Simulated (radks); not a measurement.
Question: Neutral cadmium, configuration [Kr] 4d10 5s2 (the NIST ground configuration). Method: non-relativistic Kohn-Sham, exchange-only LDA, spin-polarised, spherical densities, point nucleus; relativity is left out, which matters for an element this heavy; computed with a radial shooting solver on a logarithmic mesh with Libxc functionals. Some entries of the table are withheld. Estimate them.

orbital,occ.,eigenvalue (eV),<r> (bohr),<1/r> (bohr^-1)
1s,2,-25616.28,0.03174,47.43
2s,2,-3721.409,0.1375,10.81
2p,6,-3471.083,0.1173,(1)
3s,2,(2),0.3719,3.859
3p,6,-587.0927,0.3633,3.781
3d,10,-397.8996,0.3349,3.635
4s,2,-96.4228,0.9098,1.510
4p,6,-63.7581,0.9740,1.394
4d,10,-11.4485,1.282,1.060
5s,2,-4.5668,3.066,0.4182

Answer: 
(1) 2p <1/r> (bohr^-1): 10.82
(2) 3s eigenvalue (eV): -688.9369
